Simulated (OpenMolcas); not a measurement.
A calculation on Sc⁺.

| Property | Result |
| --- | --- |
| Program | OpenMolcas |
| Method | CASSCF |
| Basis | ANO-RCC-VQZP [7s6p4d3f2g1h] |
| Scalar Hamiltonian | DKH2, point nucleus |
| Active space | 2 electrons in 6 orbitals (3d 4s) |
| State averaging | 2S+1 = 3 even, 15 roots; 2S+1 = 1 even, 21 roots kept (CI in the orbitals of an earlier block) |
| Spin-orbit coupling | RASSI with atomic mean-field integrals over the reference wave functions, term energies averaged over their components |

Which level of the active space comes out lowest?

3d 4s 3D1, with 100 % of that term; it is also the measured ground level.

How high does 3d2 3P1 lie?

15440 cm-1 above the lowest level; measured 12102 cm-1 above the ground level, so the calculation is off by +28 %.

How high does 3d 4s 1D2 lie?

4248 cm-1 above the lowest level; measured 2541 cm-1 above the ground level, so the calculation is off by +67 %.

How high does 3d2 3F2 lie?

5458 cm-1 above the lowest level; measured 4803 cm-1 above the ground level, so the calculation is off by +14 %.

The level at 15610 cm-1 has J = 2. What is it made of, and what is its g factor?

61 % 3d2 1D2, 39 % 3d2 3P; g = 1.195, against 1.000 from Landé's formula for the pure leading term.

Measured values: NIST Handbook of Basic Atomic Spectroscopic Data.

Without dynamic correlation excited terms often stand tens of per cent too high (terms of higher spin than the ground term too low), and those without a measured partner can miss by more than the paired ones. Terms from blocks run as CI alone lack orbitals of their own. A single d shell beside an s shell can misplace configurations of different d count against each other. Computed and measured levels are paired by configuration, term and J; levels that our copy of the source lacks, or whose pairing is in doubt (as where it misses far off the trend of its configuration), stay unpaired and out of the deviations. Levels of configurations outside the active space are missing.
